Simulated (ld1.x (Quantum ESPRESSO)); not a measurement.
## Transferability test, ultrasoft potential for calcium (Ca)

* Element: Ca
* Generator: ld1.x (Quantum ESPRESSO) 7.5
* Type: ultrasoft
* Functional: Wu–Cohen
* Relativity: scalar-relativistic
* Frozen core: [Ne]
* Valence charge: 10
* Reference configuration: 3s2 3p6 3d1 4s1 4p0
* Partial waves: 3s (bound): rcut 1.55, rcutus 2.00 bohr; 4s (bound): rcut 1.55, rcutus 2.00 bohr; 3p (bound): rcut 1.75, rcutus 2.00 bohr; 4p (bound, empty): rcut 1.75, rcutus 2.00 bohr; 3d (bound): rcut 1.45, rcutus 2.00 bohr; 3d channel at 1.3 Ry: rcut 1.45, rcutus 2.00 bohr
* Local potential: all-electron potential smoothed inside 1.80 bohr (lloc = -1)
* Core correction: none
* Augmentation charge: PSQ, inside the norm-conserving radii

Energies are relative to the spin-unpolarised reference configuration 3s2 3p6 3d1 4s1 4p0; without spin polarisation the order of configurations can differ from experiment.

| valence configuration | charge | ΔE all-electron (eV) | error AE − PS (meV) |
| --- | --- | --- | --- |
| 3s2 3p6 3d0 4s2 4p0 | 0 | -2.274 | +3.6 |
| 3s2 3p6 3d0 4s1 4p0 | +1 | 4.021 | +3.4 |
| 3s2 3p6 3d0 4s0 4p0 | +2 | 15.649 | +1.4 |
| 3s2 3p6 3d0 4s1.5 4p0 | +0.5 | 0.229 | +3.6 |
| 3s2 3p6 3d0 4s0 4p1 | +1 | 7.015 | -3.0 |
| 3s2 3p6 3d1 4s0 4p0 | +1 | 5.275 | -0.1 |
| 3s2 3p6 3d0 4s1 4p1 | 0 | 0.151 | +1.1 |
